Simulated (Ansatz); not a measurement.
Isomers

Structures of BSiH3Te, singlet, relaxed at PBE0-D4/def2-TZVP (vibrations not checked; lower isomers may exist, and structures with a doubtful reference or unclear bonds are left out). Program: Ansatz 0.2.0. Basis: def2-TZVPP. Cores are frozen in the correlated methods. Filled d shells of the heavier atoms are correlated. Core potentials replace the inner electrons of the atoms past krypton. The def2 sets are not built for correlating such inner shells, so the correlated values are less sure here. B3LYP uses VWN-RPA correlation.

Problem. Rank them by CCSD(T) energy, lowest first, and give each one's height above the lowest. Links in brackets join atoms within 1.22 times the sum of their covalent radii (1.1 for two metals). (An estimate is asked for; the value comes from the calculation.)
A.
BSiH₃Te ([BH]1[SiH][TeH]1)
```
6
angstrom
B -0.5784 -0.8072 -0.2257
Si 0.7742 0.4683 0.1993
Te -1.3738 1.0981 -1.2454
H -1.1746 -1.8263 -0.3480
H -2.7220 1.0415 -0.2621
H 0.2655 0.7644 1.5903
```
B.
BSiH₃Te ([BH]1[SiH2][Te]1)
```
6
angstrom
B -0.5776 -0.9676 -0.3051
Si 0.6078 0.4540 0.2859
Te -1.6860 0.8000 -0.6651
H -0.8234 -2.1126 -0.4802
H 1.7169 0.9830 -0.5438
H 0.7623 0.8432 1.7082
```
C.
BSiH₃Te ([TeH][B]12[H][Si]1[H]2)
```
6
angstrom
Si -0.9098 -0.7925 -1.0127
B 0.1897 0.0101 0.2040
Te 1.6840 0.9078 1.4493
H -0.5325 -1.0012 0.6444
H -0.8841 0.6872 -0.1494
H 0.6426 1.2858 2.6858
```
D.
BSiH₃Te ([SiH2][B][TeH])
```
6
angstrom
Si -0.4669 -0.9042 -1.0001
B 0.2676 0.1278 0.3110
Te 1.4126 0.9104 1.8097
H -1.6118 -1.7999 -0.7284
H -0.1635 -0.6659 -2.4277
H 0.5620 2.3318 2.0353
```

Solution. Computed: B (0.0 kJ/mol), C (145.6 kJ/mol), A (163.8 kJ/mol), D (194.7 kJ/mol). Heights count from the lowest.

Problem. Do PBE-D4, r2SCAN-D4, PBE0-D4, B3LYP-D4, wB97M-V, HF, MP2 give the same order? (Judge from chemistry; the calculation decides.)

Solution. By the calculation: All do.

No T1 diagnostic of these runs exceeds 0.021. The restricted Hartree–Fock reference is unstable towards an unrestricted one at one or more of these structures.

For scale, one of the runs: CCSD(T)/def2-TZVPP, 165 basis functions, launched by `ansatz run in.yaml --threads 2 --pin off --events-out ev --progress --plain --max-ram 4352MiB`. The run took 48 s on 2 CPU threads of an Arm Neoverse V1 (shared host), with 1.4 GiB of host memory at its peak.
